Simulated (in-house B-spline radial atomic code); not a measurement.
**B97-1 excitations of the argon ion Ar⁶⁺**

Method: B97-1. Computed with an all-electron radial atomic-structure program (B-spline basis): linear response of the closed shell [Ne] 3s2 with the functional's adiabatic kernel; non-relativistic, point nucleus, no spin-orbit coupling, no double excitations, S, P, D and F terms only.

Command:
```bash
python run_td.py task.json out
```
Settings (radii: box in bohr, nucleus in fm):
```
Z                        18
electrons                12
configuration            [Ne] 3s2
hamiltonian              nr
method                   b97_1
box_radius               14.35
intervals                51
```

Run time, properties included: 0.5 s on 1 thread of Arm Neoverse N1, with other jobs on the host.

The lowest states, in the order of their Tamm-Dancoff energies; the method's threshold (minus the highest occupied level) is 117.16 eV. Labels give the largest channel, * marks a mixed state, and oscillator strengths are full-response dipole values. Semilocal kernels can invert the small singlet-triplet splittings of Rydberg terms. Energies in eV:

```tsv
state	full response	Tamm-Dancoff	oscillator strength
3s → 3p 3P	13.078	13.487	-
3s → 3p 1P	20.657	21.333	1.15
3s → 3d 3D	?	?	-
3s → 3d 1D	40.66	40.67	-
3s → 4s 3S	62.93	62.94	-
3s → 4s 1S	64.33	64.36	-
3s → 4p 3P	68.77	68.79	-
3s → 4p 1P	69.36	69.39	0.202
3s → 4d 3D	76.87	76.89	-
3s → 4d 1D	77.31	77.31	-
3s → 4f 3F	79.87	79.90	-
3s → 4f 1F	80.04	80.05	-
3s → 5s 3S	86.68	86.68	-
3s → 5s 1S	87.11	87.12	-
3s → 5p 3P	89.35	89.35	-
3s → 5p 1P	89.45	89.46	0.0702
3s → 5d 1D	?	?	-
3s → 5d 3D	93.01	93.02	-
```

(1) Where does 3s → 5d 1D lie?

(2) Where does 3s → 3d 3D lie?

(3) How large is the singlet-triplet splitting of 3s → 3p (P terms) in Tamm-Dancoff?

(4) What polarisabilities and dispersion coefficient does the method give?

Results:

(1) At 93.01 eV in full response, 93.01 eV in Tamm-Dancoff.

(2) At 37.75 eV in full response, 37.87 eV in Tamm-Dancoff.

(3) 7.85 eV, from the unrounded values.

(4) Dipole 2.095 bohr³, quadrupole 1.791 bohr⁵, C6 2.682 hartree·bohr⁶ for two such species.
